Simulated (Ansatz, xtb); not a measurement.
Two isomers of C5H6BFO2

We compare X, `CC#CB1OC[C@H](F)O1`, a singlet, with Y, `COc1ccoc1BF`, a singlet. Both are isolated molecules in the gas phase, relaxed with r2SCAN-D4/def2-SVP; the shapes shown needn't be the lowest conformers.

X (Å):

```xyz
15

C    -0.1215    3.0400   -0.2113
C    -0.5054    1.6945    0.1655
C    -0.8262    0.5581    0.4812
C    -1.7161   -2.6586    2.1203
C    -1.7930   -3.0148    0.6297
B    -1.2248   -0.8508    0.8710
F    -0.7240   -3.8076    0.2806
O    -1.1953   -1.3340    2.1519
O    -1.6853   -1.7944   -0.0361
H     0.8928    3.0487   -0.6428
H    -0.1239    3.7168    0.6582
H    -0.8089    3.4512   -0.9681
H    -1.0448   -3.3498    2.6522
H    -2.7101   -2.6755    2.5988
H    -2.7087   -3.5424    0.3143
```

Y (Å):

| atom | x (Å) | y (Å) | z (Å) |
| --- | --- | --- | --- |
| C | -2.9741 | -1.0092 | 0.4684 |
| C | -1.1565 | 0.3886 | 0.9476 |
| C | -1.2300 | 1.1494 | -0.2581 |
| C | -0.2028 | 2.0582 | -0.1587 |
| C | -0.0898 | 0.8810 | 1.7059 |
| B | 0.4762 | 0.4876 | 3.0587 |
| F | 1.5263 | 1.1440 | 3.5565 |
| O | -1.9328 | -0.6242 | 1.3456 |
| O | 0.4754 | 1.9191 | 0.9796 |
| H | -3.6833 | -0.1795 | 0.3012 |
| H | -2.5737 | -1.3470 | -0.5036 |
| H | -3.4991 | -1.8419 | 0.9524 |
| H | -1.9303 | 1.0526 | -1.0845 |
| H | 0.1384 | 2.8455 | -0.8302 |
| H | 0.0008 | -0.4129 | 3.7092 |

Question: Estimate which is lower in electronic energy at CCSD(T)/def2-SVP + ΔMP2/def2-TZVPP, and by roughly how much.

Answer: The CCSD(T)/def2-SVP + ΔMP2/def2-TZVPP calculation puts structure X lower, by 22.8 kcal/mol.

Level by level:

| level | geometry | E(Y) − E(X) (kcal/mol) | departure from the last row (kcal/mol) | job, with rough time for the two |
| --- | --- | --- | --- | --- |
| GFN2-xTB | GFN2-xTB | −3.5 | −26.3 | optimisation, 0.23 s |
| HF/STO-3G | GFN2-xTB | +28.4 | +5.6 | single point, 0.42 s |
| r2SCAN-D4/def2-SVP//GFN2-xTB | GFN2-xTB | +14.4 | −8.5 | single point, 4.6 s |
| r2SCAN-D4/def2-SVP | r2SCAN-D4/def2-SVP | +14.5 | −8.3 | optimisation, 41 s |
| HF/def2-SVP | r2SCAN-D4/def2-SVP | +28.3 | +5.4 | part of the CCSD(T) run |
| MP2/def2-SVP | r2SCAN-D4/def2-SVP | +20.8 | −2.0 | part of the CCSD(T) run |
| CCSD(T)/def2-SVP | r2SCAN-D4/def2-SVP | +21.8 | −1.0 | single point |
| CCSD(T)/def2-SVP + ΔMP2/def2-TZVPP | r2SCAN-D4/def2-SVP | +22.8 |  | single point, 2.7 min |

As drawn, Y has 3 C∷C, 2 C∷O, 1 B–F, 1 B–H in place of 2 C–C, 1 C≡C, 2 B–O, 1 C–F, 1 C–H (∷ is an aromatic bond). Structure X has a 5-membered ring, Y a 5-membered ring (with an aromatic ring).

GFN2-xTB puts the two in the other order. The largest departure from CCSD(T)/def2-SVP + ΔMP2/def2-TZVPP is that of GFN2-xTB, 26.3 kcal/mol. A small imaginary or near-zero mode remains, so no thermal terms are given. The last row adds to CCSD(T) the change of the MP2 difference between the two basis sets, here +1.0 kcal/mol.

The correlated steps freeze 9 core orbitals. Programs: Ansatz 0.2.0, xtb 6.7.1; the last row on 4 threads of Arm Neoverse V1 on a shared host.
